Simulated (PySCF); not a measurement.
Se: ionisation energy

Se [Ar] 3d10 4s2 4p4 (3P) → Se⁺ [Ar] 3d10 4s2 4p3 (4S), as a difference of total energies. Calculation: PySCF 2.14, in cc-pVDZ-DK (5s4p2d, 27 functions); the spin-free X2C one-electron Hamiltonian (Gaussian nucleus). Correlated levels: valence: [Ar] 3d10 frozen. The calculations carry no spin-orbit coupling.

```json
{"method": "UHF", "ionisation energy (eV)": "8.504", "error (eV)": "-1.131"}
{"method": "M06-2X", "ionisation energy (eV)": "9.558", "error (eV)": "-0.077"}
{"method": "M06-L", "ionisation energy (eV)": "9.560", "error (eV)": "-0.075"}
{"method": "MP2 (valence)", "ionisation energy (eV)": "8.907", "error (eV)": "-0.728"}
{"method": "SCS-MP2 (valence)", "ionisation energy (eV)": "8.927", "error (eV)": "-0.708"}
{"method": "CCSD (valence)", "ionisation energy (eV)": "8.927", "error (eV)": "-0.708"}
{"method": "CCSD(T) (valence)", "ionisation energy (eV)": "8.933", "error (eV)": "-0.702"}
```

Reference: 9.635 eV (measured; NIST levels, between the centres of gravity of the two terms).

Errors of the correlated levels include the incompleteness of this basis and the frozen core.
